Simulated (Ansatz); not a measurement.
Wavefunction ladder for ClFGeH3In, SMILES `[F][In]([Cl])[GeH3]`

```xyz
7

F     0.581   -0.302   -2.814
In    0.052    0.609   -1.176
Cl   -0.447    2.817   -1.688
Ge   -0.032   -0.604    1.099
H    -1.183   -1.616    1.055
H     1.300   -1.330    1.315
H    -0.271    0.426    2.208
```

Total charge 0; spin multiplicity 1. Correlated methods include outer-core shells of Ge, In, which these sets cover unevenly. Scalar relativity is left out up to krypton. In: def2 effective core potential. The structure was optimised at the PBE0-D4/def2-TZVP level. Frozen core, restricted reference, Ansatz.

```tsv
basis	HF (Eh)	MP2 corr.
def2-SVP	-2824.86128	-0.63484
def2-TZVPP	-2825.42047	-0.98022
def2-QZVPP	-2825.48208	-1.47861
```

(1) Estimate the CCSD correlation energy and the (T) correction in each basis where they were run (hartree).

Results:

(1) 
```
     basis  CCSD corr.       (T)
  def2-SVP    -0.66335  -0.01574
def2-TZVPP    -1.00056  -0.03398
```
